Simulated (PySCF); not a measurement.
C₇H₇FO.
Structure used (GFN2-xTB), in Å, numbered top down from 1:
```xyz
16
C7H7FO angstrom
O     -2.638    0.121    0.986
C     -2.047   -0.353   -0.207
C     -0.548   -0.183   -0.201
C      0.282   -1.197    0.259
C      1.653   -1.020    0.310
C      2.183    0.190   -0.099
F      3.519    0.371   -0.051
C      1.382    1.221   -0.556
C      0.014    1.025   -0.601
H     -2.379    1.040    1.116
H     -2.316   -1.410   -0.261
H     -2.479    0.165   -1.077
H     -0.149   -2.133    0.580
H      2.310   -1.801    0.659
H      1.829    2.151   -0.868
H     -0.624    1.821   -0.959
```

Level of theory: TDDFT CAM-B3LYP/def2-SVPD, vertical, gas phase, core orbitals frozen in the response (PySCF).

Ground-to-excited transition dipoles (e·a0, same axes as the geometry; the sign carries no meaning), for the states with f of 0.002 or more among the lowest 7:

| state | E (eV) | μx | μy | μz |
| --- | --- | --- | --- | --- |
| S1 | 5.407 | 0.030 | -0.284 | 0.092 |
| S2 | 6.138 | -0.478 | -0.015 | 0.046 |
| S3 | 6.863 | 0.808 | -0.352 | 0.047 |
| S4 | 7.049 | 1.543 | 0.544 | -0.219 |
| S5 | 7.091 | 0.128 | 0.640 | -0.243 |
| S6 | 7.150 | 0.770 | -1.149 | 0.490 |
| S7 | 7.216 | 0.690 | 0.443 | -0.014 |

(1) What oscillator strength does each state have?

(2) Which bond between heavy atoms lies closest to the direction of the S4 transition dipole?

(3) What angle do the transition dipoles of S1 and S6 make?

(4) What peak molar absorption coefficient would the strongest computed level give as a lone Gaussian band 0.3 eV wide at half height?

Answers

(1) f = (2/3) ΔE |μ|² with ΔE in hartree (27.2114 eV).

| state | \|μ\|² (au) | \|μ\| (D) | f |
| --- | --- | --- | --- |
| S1 | 0.090 | 0.76 | 0.012 |
| S2 | 0.231 | 1.22 | 0.035 |
| S3 | 0.780 | 2.24 | 0.131 |
| S4 | 2.724 | 4.19 | 0.470 |
| S5 | 0.485 | 1.77 | 0.084 |
| S6 | 2.154 | 3.73 | 0.377 |
| S7 | 0.673 | 2.09 | 0.119 |

(2) C8–C9, C2–C3, C6–F7 and C4–C5, at 15° from it; next C3–C9 at 45°.

(3) |cos θ| = |μa·μb| / (|μa| |μb|) = 0.90, so θ ≈ 26° (taken between 0 and 90°, since the signs are arbitrary).

(4) ε(max) = 2.175×10⁸ f / FWHM, with the width in cm⁻¹. S4: 2.175×10⁸ × 0.4704 / 2420 ≈ 42000 L mol⁻¹ cm⁻¹.

Time: 51 s of wall time. Hardware: x86-64 server, one thread (shared host).

One conformer stands for the species.
